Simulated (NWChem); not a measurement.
System: C2H5BFNO; SMILES B(F)(/N=C/C)O

```xyz
11

C     -0.0358     2.7466    -0.2928
C      0.0168     1.3714     0.3112
N     -0.0574     0.3113    -0.3701
B     -0.0087    -1.0737    -0.0623
O      1.1840    -1.7258     0.0590
F     -1.1558    -1.7795     0.0080
H     -0.8764     3.3146     0.1278
H      0.8768     3.3043    -0.0433
H     -0.1421     2.6861    -1.3784
H      0.1253     1.3557     1.4100
H      1.0475    -2.6805     0.1503
```
Atoms are numbered in this order, from 1.

Computed with NWChem. Pople sets run with spherical d functions. Structure relaxed at the B3LYP/6-31G* (spherical d) level. Atomic charges in e: unrestrained fits to the electrostatic potential beside Mulliken populations; buried atoms are poorly determined by the fit.

Task: Estimate the computed values for Hartree-Fock/6-31G*. Quantities: ESP C1; Mulliken C1; ESP C2; Mulliken C2; ESP N3; Mulliken N3; ESP B4; Mulliken B4; ESP O5; Mulliken O5; relative RMS misfit of the potential (%).

Result: The ESP C1 comes out as -0.20 and the Mulliken C1 is -0.56. The ESP C2 comes out as 0.47 and the Mulliken C2 is 0.13. The ESP N3 is -0.72, the Mulliken N3 comes out as -0.53 and the ESP B4 comes out as 1.02. The Mulliken B4 is 0.90 and the ESP O5 is -0.76. The Mulliken O5 is -0.74 and the relative RMS misfit of the potential (%) is 21.
